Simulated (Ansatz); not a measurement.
```yaml
crystal:
  periodic: [false, false, false]
  atoms:
    - {symbol: Pb, position_ang: [1.115214, 2.034450, 0.957570]}
    - {symbol: Pb, position_ang: [-2.436098, 0.476276, -0.373237]}
    - {symbol: Pb, position_ang: [1.078926, -0.594302, -2.186619]}
    - {symbol: Pb, position_ang: [0.241923, -1.916390, 1.602308]}
    - {symbol: Te, position_ang: [-0.267305, 2.119793, -1.768811]}
    - {symbol: Te, position_ang: [-1.230740, -2.250064, -1.056998]}
    - {symbol: Te, position_ang: [2.692316, -0.528106, 0.410357]}
    - {symbol: Te, position_ang: [-1.194228, 0.658342, 2.415430]}
basis:
  gaussian: {orbitals: def2-TZVP}
magnetization: {spin_polarized: true, initial_magnetization: 2}
hamiltonian: {xc: pbe0, dispersion: d4}
scf: {omitted_lower_state_checks: [starts]}
output: {orbitals: {seedname: orbitals}}
```

```sh
$ ansatz run in.yaml --threads 4 --pin off --events-out ev --progress --plain --max-ram 6963MiB
```

Question: Does this run fit into the memory that it is given?

Answer: No. It has 400 basis functions, and Ansatz plans for 9 GiB where 7 GiB are given.
